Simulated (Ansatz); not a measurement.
Coupled-cluster run, CH₃ClFIn, SMILES `[CH3][In]([F])[Cl]`.

```yaml
crystal:
  periodic: [false, false, false]
  atoms:
    - {symbol: C, position_ang: [-0.390809, 0.951389, 0.427339]}
    - {symbol: In, position_ang: [0.391030, -0.846145, -0.384265]}
    - {symbol: F, position_ang: [2.306029, -1.125518, -0.600488]}
    - {symbol: Cl, position_ang: [-0.728435, -2.728694, -1.135530]}
    - {symbol: H, position_ang: [-1.112888, 1.372958, -0.270776]}
    - {symbol: H, position_ang: [-0.891256, 0.725651, 1.368472]}
    - {symbol: H, position_ang: [0.426319, 1.650359, 0.595248]}
basis:
  gaussian: {orbitals: def2-TZVPP}
correlation: {method: ccsd_t}
output: {orbitals: {seedname: orbitals}}
```

```sh
$ ansatz run in.yaml --threads 4 --pin off --events-out ev --progress --plain
```

Output of Ansatz, abridged:

```
Functional definition: HF
1350 factors; integrals over basis functions are off by at most 9.0e-4 eV
mean field evaluation 1: about -21437.2273 eV, gradient 4.1e1 eV
mean field evaluation 2: about -21437.2654 eV, gradient 4.1e1 eV
mean field evaluation 4: about -21440.5237 eV, gradient 2.9e0 eV
mean field evaluation 8: about -21440.5643 eV, gradient 2.4e-1 eV
mean field -21440.56455016 eV, -787.9262142819 hartree, gradient 4.2e-6 eV, S^2 0.000000; 0 other end points of the search recorded, 0 dependent functions left out
11 core orbitals not correlated: weight in the atoms' cores, before any rotation towards them, 1.000 or more for the frozen orbitals, at most 0.000 for the correlated occupied ones
reference -21440.56455016 eV, -787.9262142819 hartree; 17, 17 occupied and 168, 168 virtual orbitals, 1350 factors
second order -24.50175944 eV of doubles, -0.00000000 eV of singles
cycle   1  -24.42358655 eV  change    7.8e-2 eV  update   1.1e-1
cycle   2  -24.93783555 eV  change   -5.1e-1 eV  update   3.7e-2
cycle   3  -25.07253568 eV  change   -1.3e-1 eV  update   2.1e-2
cycle   4  -25.07043572 eV  change    2.1e-3 eV  update   6.2e-3
cycle   5  -25.06286952 eV  change    7.6e-3 eV  update   2.5e-3
cycle   6  -25.06321688 eV  change   -3.5e-4 eV  update   8.2e-4
cycle   7  -25.06331566 eV  change   -9.9e-5 eV  update   2.7e-4
cycle   8  -25.06318488 eV  change    1.3e-4 eV  update   8.9e-5
cycle   9  -25.06318441 eV  change    4.7e-7 eV  update   3.4e-5
perturbative correction -0.87308864 eV, -0.0320854158 hartree
Total energy: -21466.50082322 eV, -788.8793547365 hartree
```

Run time 60 s (4 threads of a server CPU on a shared host); peak host memory 2.5 GiB.

Correlation energy per correlated electron: -0.763 eV. T1 diagnostic: 0.0139.
